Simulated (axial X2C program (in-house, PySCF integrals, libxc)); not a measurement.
Low determinants of CrCl⁺ at the PBE0 level, 2c

Computed with an in-house all-electron X2C program for linear molecules (integrals from PySCF). Two-component (2c) means X2C with spin–orbit coupling and atomic mean-field two-electron Coulomb and Gaunt terms. Basis: Cr dyall-cv3z [9s10p6d3f2g], Cl dyall-av3z [9s8p3d2f] (cores contracted in-house); Gaussian nuclei, density fitting, unrestricted open shells. Masses: Cr 51.941 u, Cl 34.969 u.

Search at 2.114 Å (vertical energies from the lowest determinant):

```tsv
ΔE (eV)	state	electrons beyond evenly filled partner blocks	electrons in ±ω = 1/2, 3/2, 5/2, 7/2
0.00	Ω = 2	ω = -1/2, ω = 5/2	29 10 1 0
0.12	Ω = 1	ω = -3/2, ω = 5/2	30 9 1 0
0.16	Ω = 3	ω = 1/2, ω = 5/2	29 10 1 0
1.07	Ω = 4	ω = 3/2, ω = 5/2	30 9 1 0
1.79	Ω = 0	2 × ω = -1/2, ω = -3/2, ω = 5/2	30 9 1 0
2.32	Ω = 1	ω = 1/2, 2 × ω = 3/2, ω = -5/2	29 10 1 0
2.36	Ω = 1	ω = -3/2, ω = 5/2	28 11 1 0
```

Lowest determinant, Ω = 2 (⟨Sz⟩ = 2.00, ⟨Lz⟩ = 0.00 at PBE0): Re = 2.111 Å, ωe = 494.9 cm⁻¹.

The determinant in row 2 of the search, Ω = 1 (⟨Sz⟩ = 2.00, ⟨Lz⟩ = -1.00 at PBE0), was followed along the bond at PBE0; measured from the minimum of the lowest determinant it gives:

Te = 0.117 eV (942 cm⁻¹), Re = 2.106 Å, ωe = 462.5 cm⁻¹.

(1) Compare the bond of the determinant in row 2 with that of the lowest one.

The search compares states at one distance, so a state with another bond length can lie lower; it is not exhaustive and yields mostly the lowest determinant of each block pattern, so other components and higher states of one pattern are missing. These are energies of single determinants, not of spin-adapted states; PBE0 term energies can be off by some tenths of an eV, and the functional has no current term. Open-shell Ω = 0 determinants with evenly filled partner blocks cannot be reached by this program, so the Ω shown need not be the lowest component. The lowest determinant need not be the ground state where others lie within half an eV.

Answers

(1) At PBE0 its Re is 0.005 Å shorter and its force constant, which goes as ωe², is 0.87 times that of the lowest determinant. T0 ≈ Te + Δωe/2 = 942 + (-16) = 926 cm⁻¹.
